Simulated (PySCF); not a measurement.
**Correlation energy of O⁺ (oxygen, charge +1)**

[He] 2s1 2p3 3d1, high-spin 6D determinant (an excited configuration). All numbers are calculated (PySCF 2.14, no relativity, point nucleus, in aug-cc-pwCVTZ). Frozen: 1s2; 5 electrons correlated.

MP2 pair energies summed by pair of shells (mhartree):

| pair | energy | share (%) |
| --- | --- | --- |
| 2p-2p | -22.89 | 63.7 |
| 2p-3d | -6.25 | 17.4 |
| 2s-2p | -6.12 | 17.0 |
| 2s-3d | -0.68 | 1.9 |

Total MP2 correlation energy: -35.95 mhartree.

Same-spin part -35.95 and opposite-spin part 0.00 mhartree; SCS-MP2 scales them by 1/3 and 6/5 to -11.98 mhartree.
